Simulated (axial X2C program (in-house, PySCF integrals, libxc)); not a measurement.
## Testing model relations on Sb₂⁻

A bond curve at the PBE0 level, 2c, was computed with an in-house relativistic program for diatomic molecules (basis Sb dyall-acv3z [12s13p9d5f1g] (cores contracted in-house)) for the state Ω = 1/2 (⟨Sz⟩ = -0.49, ⟨Lz⟩ = 0.99 at PBE0). Its fit gives Re = 2.5688 Å, ωe = 250.8 cm⁻¹, ωexe = 0.405 cm⁻¹ and αe = 9.371e-05 cm⁻¹; the masses are 120.9038 and 120.9038 u. Two-component means X2C with spin–orbit coupling and atomic mean-field Coulomb and Gaunt terms.

(1) Find the reduced mass, Be and the force constant.

(2) Where do the fundamental and the first overtone lie?

(3) Estimate De from a Morse curve and compare with the computed well depth of 3.089 eV to Sb- + Sb.

(4) A Morse curve ties αe to the other constants (Pekeris). How well does that hold?

(5) Estimate the centrifugal constant by the Kratzer relation.

The state is a single determinant with fixed occupations, the lowest that a limited PBE0 search found. De is counted from the lowest determinant-based energies of the atoms at the same level, without counterpoise correction. Density functionals use the spin component along the axis (collinear). Without a current term, density functionals place determinants with orbital angular momentum somewhat too high. The highest occupied level of some functionals is positive through self-interaction error; at Hartree–Fock it is bound.

Answers

(1) From the PBE0 values: μ = 60.4519 u. Be = 16.8576/(μ Re²) = 0.04226 cm⁻¹. k = 5.8918×10⁻⁷ μ ωe² = 2.24 mdyn/Å.

(2) ν(1←0) = ωe − 2ωexe = 250.0 cm⁻¹; ν(2←0) = 2ωe − 6ωexe = 499.2 cm⁻¹.

(3) De(Morse) = ωe²/(4ωexe) = 4.814 eV against 3.089 eV computed, a ratio of 1.56. The extrapolation overshoots: the well softens faster than a Morse curve, or the lowest atomic limit lies below the one to which the curve heads.

(4) αe(Morse) = 6Be²/ωe × (√(ωexe/Be) − 1) = 8.954e-05 cm⁻¹; the PBE0 curve gives 9.371e-05 cm⁻¹, a ratio of 0.96.

(5) D = 4Be³/ωe² = 4.80e-09 cm⁻¹.
